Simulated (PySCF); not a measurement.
PySCF 2.14 output of an unrestricted M06-2X calculation on a single atom or ion in def2-SVP with the def2 core potential (60 electrons), with a scalar-relativistic core potential:

```
SCF conv_tol = 1e-09
number electrons alpha = 7  beta = 5
    Y. Zhao and D. G. Truhlar.,  Theor. Chem. Acc. 120, 215 (2008)
    Y. Zhao and D. G. Truhlar.,  Theor. Chem. Acc. 120, 215 (2008)
cycle= 1 E= -47.7790588906147  delta_E= -0.00382  |g|= 0.0103  |ddm|= 0.375
cycle= 2 E= -47.7792795465914  delta_E= -0.000221  |g|= 0.00475  |ddm|= 0.0558
cycle= 3 E= -47.7792988706732  delta_E= -1.93e-05  |g|= 0.000969  |ddm|= 0.0224
cycle= 4 E= -47.7793018419197  delta_E= -2.97e-06  |g|= 8.01e-05  |ddm|= 0.0107
cycle= 5 E= -47.7793018524977  delta_E= -1.06e-08  |g|= 5.91e-06  |ddm|= 0.000811
cycle= 6 E= -47.7793018525955  delta_E= -9.78e-11  |g|= 5.96e-07  |ddm|= 8.98e-05
converged SCF energy = -47.7793018525955  <S^2> = 2.0077439  2S+1 = 3.0051582
```

The run itself started from symmetry-adapted Hartree-Fock orbitals and held the occupation by maximum overlap, on a logarithmic radial grid, so the iterations belong to that start.

Q: Which element, charge and spin multiplicity is this?

A: Hf (hafnium, neutral), multiplicity 3; the state was [Xe] 4f14 5d2 6s2, high-spin 3F determinant.

Energies and moments cover only the electrons outside the core potential. Spin-orbit coupling, absent here, splits the open shell strongly.
